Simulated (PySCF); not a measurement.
## [Yb(PH3)]3+ relaxed at several levels

Computed with PySCF 2.14.0, def2-SVP on the ligands, density fitting, scalar-relativistic core potentials, no spin-orbit coupling, vacuum. Each row is relaxed at its own level from the same template. Distances are means of the shortest metal–ligand contacts, charges and spins Mulliken's; removal energies are rigid, with the ligand's formal charge and no counterpoise, so too large; for an anion taken off a cation in vacuum most of it is the attraction of opposite charges, and multiply charged cations can part far more cheaply with an electron moved from ligand to metal. lcecp potentials hold a fixed number of 4f electrons in the core, out of states, spins and gaps.

```tsv
level	basis on the metal	point group	M–PH3 (Å)	charge on M (e)	removal of one PH3 (eV)	strongest infrared band, degenerate modes summed (cm⁻¹)	unstable modes (below −25 cm⁻¹)
PBE	lcecp-1-SVP with ECP59	C3v	2.866	2.19	6.48	2322	0
```

What does the calculation give for PBE0, lcecp-1-SVP with ECP59?

point group: C3v, M–PH3 (Å): 2.853, charge on M (e): 2.25, removal of one PH3 (eV): 6.21, strongest infrared band, degenerate modes summed (cm⁻¹): 2419, unstable modes (below −25 cm⁻¹): 0.
```xyz
5

Yb    0.0000    0.0000   -0.3441
P     0.0000    0.0000    2.5091
H     1.3364    0.0000    3.0136
H    -0.6682    1.1574    3.0136
H    -0.6682   -1.1574    3.0136
```

One start shape was tried for each, so a minimum needn't be the lowest isomer.
